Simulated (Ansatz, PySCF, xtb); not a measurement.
Reaction (SMILES): C[Si](Br)(Br)Br [tribromo(methyl)silane] + 4 [H][H] (H2) → 3 Br (HBr) + C (CH4) + [SiH4] (SiH4)
Each molecule is optimised on its own at B3LYP-D3(BJ)/def2-TZVP (Ansatz, an electronic-structure program). Frequencies are from Ansatz or PySCF.
Geometry of the first species:
```
Si
C 1 1.8507
H 2 1.0906 1 109.79
H 2 1.0906 3 109.15 1 -120.39
H 2 1.0906 3 109.15 4 -119.22
Br 1 2.2232 2 110.17 3 -60.00
Br 1 2.2232 2 110.17 3 60.00
Br 1 2.2232 2 110.17 3 180.00
```

Quantity: energy of full hydrogenation (enthalpy at 298 K, with B3LYP-D3(BJ) rigid-rotor harmonic-oscillator terms), in eV. Valence correlation only, unless marked. No spin-orbit coupling. The frozen core is the preceding noble-gas configuration, with the filled d and f shells of earlier blocks. No relativistic terms. CBS marks a two-point X^-3 extrapolation of the correlation energy; Hartree-Fock from the larger set.

```
level                                        program  energy of full hydrogenation (eV)
------------------------------------  --------------  ---------------------------------
GFN2-xTB                                         xtb                                [?]
PBE0-D3(BJ)/def2-TZVP                 Ansatz + dftd3                               2.38
B2PLYP-D4/def2-TZVPD                  Ansatz + dftd4                                [?]
CCSD/def2-SVPD                                Ansatz                               1.34
CCSD(T)/CBS(def2-TZVPPD,def2-QZVPPD)          Ansatz                               2.37
```

Question: What belongs in the gaps?

Answer: 
- GFN2-xTB, energy of full hydrogenation (eV): -0.01
- B2PLYP-D4/def2-TZVPD, energy of full hydrogenation (eV): 2.33
